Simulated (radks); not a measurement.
Task: Coherent X-ray form factor from a spherical all-electron density. All-electron calculation, Dirac Kohn-Sham, PBE, spin-unpolarised, spherical densities, point nucleus. Program: a radial shooting solver on a logarithmic mesh with Libxc functionals.

| sin(theta)/lambda (1/angstrom) | f0 (electrons) |
|---|---|
| 0.05 | 57.886 |
| 0.1 | 57.547 |
| 0.15 | 56.989 |
| 0.2 | 56.221 |
| 0.25 | 55.257 |
| 0.3 | 54.114 |
| 0.4 | 51.367 |
| 0.5 | 48.151 |
| 0.6 | 44.649 |
| 0.8 | 37.475 |
| 1 | 30.956 |
| 1.25 | 24.572 |
| 1.5 | 20.225 |
| 2 | 15.556 |

The species is in the configuration that NIST lists as its ground one. Which atom or ion scatters so?

Result: The bismuth ion Bi25+, [Kr] 4d10 4f12. Extrapolating in s^2 from the first two rows gives f0(0) = 58.0, near the electron count 58; among species with that count, the fall with angle is slower the higher Z, and the table is that of Z = 83; from so few rows the species is fixed only to a neighbour or two.
